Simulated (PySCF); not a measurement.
Worked example: dipole moment from atomic charges

Si(F)(I)2(Me) (CH3FI2Si), SMILES C[Si](F)(I)I. Atoms are numbered in the order given.

```xyz
8

C     -1.1950     2.2489     0.0000
Si     0.1092     0.9260     0.0000
F      1.5761     1.6206     0.0000
I     -0.0394    -0.4584    -2.0206
I     -0.0394    -0.4584     2.0206
H     -1.0855     2.8771     0.8979
H     -2.1973     1.7959     0.0000
H     -1.0855     2.8771    -0.8979
```
Charge 0, spin multiplicity 1.

Geometry: B3LYP-D3(BJ)/def2-SVP. The def2 effective core potentials stand for the cores of I; spin–orbit coupling is left out.

Charges (e) from PBE/def2-TZVP (PySCF):

```
atom  Mulliken  ESP fit
----  --------  -------
C1      -0.449   -0.521
Si2      0.487    0.123
F3      -0.254   -0.120
I4      -0.122   -0.027
I5      -0.122   -0.027
H6       0.153    0.203
H7       0.155    0.167
H8       0.153    0.203
```

The dipole moment of the full density is 1.91 D.

Problem. What dipole moment does each set of point charges give, and which comes closer to that of the density?

Solution. 
μ = Σ q r, and 1 e Å = 4.8032 D.
Mulliken: Σ q r = (-0.474, 0.300, 0.000) e Å, |μ| = 2.69 D.
ESP fit: Σ q r = (-0.359, 0.241, 0.000) e Å, |μ| = 2.07 D.
ESP fit comes closer in size. Point charges leave out the atoms' own dipoles (lone pairs, polarised bonds); fits to the potential absorb them, partitions of the density don't.
